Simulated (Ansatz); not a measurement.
Isolated molecules relaxed with PBE0-D4/def2-TZVP in Ansatz; ΔE leaves out vibrations. CCSD(T)/CBS adds triple-zeta CCSD(T) − MP2 to the extrapolated MP2 energy (def2 sets, frozen cores). Functionals use def2-TZVPP. Elements past krypton have def2 core potentials. For Ge, Sb outer-core shells are correlated without core-valence functions, which leaves a few kJ/mol of doubt a bond. Scalar relativity is left out up to krypton. One conformer a species, not always the lowest.

Consider the redistribution: `[SiH3][Sb]([Cl])[Cl]` + `C[NH][GeH2][F]` → `[F][Sb]([SiH3])[Cl]` + `C[NH][GeH2][Cl]`.

Is it downhill or uphill in electronic energy at CCSD(T)/CBS, and by how much? (Estimate.)

Ansatz gave: Uphill: ΔE = +0.22 eV.

What do these levels give: LDA (SPW92), r2SCAN-D4, B97M-V, ωB97M-V, r2SCANh, BHLYP, HF/def2-SVP, CCSD(T)/def2-TZVPP, HF/def2-QZVPP, SCS-MP2/def2-QZVPP, MP2/CBS(def2), CCSD/CBS(def2)? (Best estimate.)

Computed: LDA (SPW92) 0.18, r2SCAN-D4 0.17, B97M-V 0.14, ωB97M-V 0.19, r2SCANh 0.19, BHLYP 0.22, HF/def2-SVP 0.35, CCSD(T)/def2-TZVPP 0.22, HF/def2-QZVPP 0.24, SCS-MP2/def2-QZVPP 0.24, MP2/CBS(def2) 0.26, CCSD/CBS(def2) 0.22 eV.

Largest T1 diagnostic among the species: 0.014.

From r2SCAN to r2SCAN0 (25 % exact exchange), in def2-TZVPP and without D4, ΔE moves by +0.04 eV. At CCSD(T), def2-SVP lies +0.09 eV from the extrapolated value and def2-TZVPP +0.00 eV.
